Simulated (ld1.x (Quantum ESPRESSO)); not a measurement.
# Before and after: TM potential for Tm (Z = 69)

ld1.x (Quantum ESPRESSO) 7.5 input, shortened:

```
&input
   title='Tm', zed=69., rel=1, dft='PBESOL', iswitch=3,
   config='[Xe] 4f13 5d0.5 6s1.5 6p0'
 /
 &inputp
   pseudotype=2, tm=.true., lloc=0,
   nlcc=.false.
 /
4
6P  2  1   0.00   0.00  3.10  3.10  0.0
5D  3  2   0.50   0.00  2.45  2.45  0.0
4F  4  3  13.00   0.00  0.95  0.95  0.0
6S  1  0   1.50   0.00  3.55  3.55  0.0
 &test
   configts(1)='4f13 5d0.5 6s1.5 6p0'
 /
```

All-electron outer shells of the reference configuration (PBEsol, scalar-relativistic, ld1.x):

| shell | level (eV) | outermost node (bohr) | outermost maximum (bohr) |
| --- | --- | --- | --- |
| 5s | -53.13 | 0.59 | 1.10 |
| 5p | -26.67 | 0.63 | 1.26 |
| 6s | -3.85 | 1.49 | 3.33 |
| 4f | -2.88 | – | 0.50 |
| 6p | -1.13 | 1.84 | 4.73 |
| 5d | -0.74 | 0.72 | 2.15 |

Change: wave 5d (bound): rc 2.45 bohr becomes 5d (bound): rc 2.16 bohr.

Cutoffs: the cutoffs (Ry, on a coarse ladder) from which the occupation-weighted sum of valence levels, in a spherical-Bessel basis at the reference potential, stays within 10 and 1 mRy of its value at 400 Ry; they do not see the model core or the augmentation charge, which bear on the density cutoff. Errors are all-electron minus pseudo energies relative to the spin-unpolarised reference configuration.

Q: Predict the effect on cutoff, ghosts and configuration errors.

A: The errors of the 6 common tests hardly move; neither file shows a bound ghost at the reference potential, the only one tested.

| quantity | base | changed |
| --- | --- | --- |
| cutoff, loose | over 300 Ry | over 300 Ry |
| cutoff, tight | over 300 Ry | over 300 Ry |
| bound ghosts | none | none |
| tests counted (converged, no solver errors) | 6 of 7 | 6 of 7 |
| error for 4f13 5d0 6s2 6p0, meV [ΔE -1.55 eV] | +2.9 | +2.9 |
| error for 4f13 5d0 6s1 6p0, meV [ΔE 4.92 eV] | +8.9 | +9.0 |
| error for 4f13 5d0 6s0 6p0, meV [ΔE 16.90 eV] | +185 | +185 |
| error for 4f12 5d0 6s2 6p0, meV [ΔE 8.94 eV] | -2023 | -2023 |
| error for 4f13 5d0 6s1.5 6p0, meV [ΔE 1.03 eV] | +4.8 | +4.9 |
| error for 4f11 5d0 6s0 6p0, meV [ΔE 89.48 eV] | -10026 | -10027 |
| s: phases at 3.85 bohr within 0.05 rad from the reference energy up to (Ry; the scan ends near 5) | 1.1 | 1.1 |
| p: phases at 3.85 bohr within 0.05 rad from the reference energy up to (Ry; the scan ends near 5) | 1.2 | 1.2 |
| d: phases at 3.85 bohr within 0.05 rad from the reference energy up to (Ry; the scan ends near 5) | 0.9 | 0.9 |
| f: phases at 3.85 bohr within 0.05 rad from the reference energy up to (Ry; the scan ends near 5) | 0.5 | 0.5 |

Base: Tests not counted: 4f12 5d1 6s2 6p0 (pseudo-atom not self-consistent, printed error -2598 eV). These tests converged, but a pseudo level misses the all-electron one widely, so the file describes the atom poorly there or has found another state: 4f12 5d0 6s2 6p0: 4f by 4.3 eV; 4f11 5d0 6s0 6p0: 4f by 10.9 eV. ld1.x printed “convergence not achieved” for 4 of the counted tests; their residual had stalled under 1e-8, short of the target of 1e-14. Changed file: Tests not counted: 4f12 5d1 6s2 6p0 (pseudo-atom not self-consistent, printed error -2601 eV). These tests converged, but a pseudo level misses the all-electron one widely, so the file describes the atom poorly there or has found another state: 4f12 5d0 6s2 6p0: 4f by 4.3 eV; 4f11 5d0 6s0 6p0: 4f by 10.9 eV. ld1.x printed “convergence not achieved” for 4 of the counted tests; their residual had stalled under 1e-8, short of the target of 1e-14.
